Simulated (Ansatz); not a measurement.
Zn(OH)2 (ZnO₂H₂). The state is a triplet with charge 0. Geometry r2SCAN-D4/def2-TZVP, that of the neutral singlet; atoms count from 1.

```tsv
atom	x (Å)	y (Å)	z (Å)
Zn1	0.1142	0.1146	-0.0554
O2	1.1932	-1.1231	-0.6931
H3	0.7423	-1.8321	-1.1628
O4	-0.8336	1.4838	0.5185
H5	-1.2161	1.3569	1.3927
```

At PBE0-D4/def2-TZVP a singlet of charge 0 lies 5.39 eV below the triplet at the same geometry.

(1) Estimate the Mulliken populations from the PBE0/def2-TZVP orbitals of Ansatz.

(2) Where does the spin sit?

(3) And the Mayer bond orders between bonded heavy atoms (over 0.3)?

Results:

(1) 
| atom | charge (e) | spin (α − β) | d electrons |
| --- | --- | --- | --- |
| Zn1 | 0.07 | 0.90 | 10.04 |
| O2 | -0.34 | 0.50 | – |
| H3 | 0.30 | 0.05 | – |
| O4 | -0.34 | 0.50 | – |
| H5 | 0.30 | 0.05 | – |
Mulliken values and Mayer orders depend strongly on the basis.

(2) Summed by element: Zn 0.90, O 1.00, H 0.10, of 2 unpaired in all. Largest on single atoms: Zn1 0.90, O2 0.50, O4 0.50.

(3) Zn1–O2 0.53 (1.76 Å); Zn1–O4 0.53 (1.76 Å). Values over 0.3 also appear between atoms too far apart for a bond (O2–O4 0.42 at 3.52 Å); they arise where an orbital or an unpaired electron spreads over both atoms.
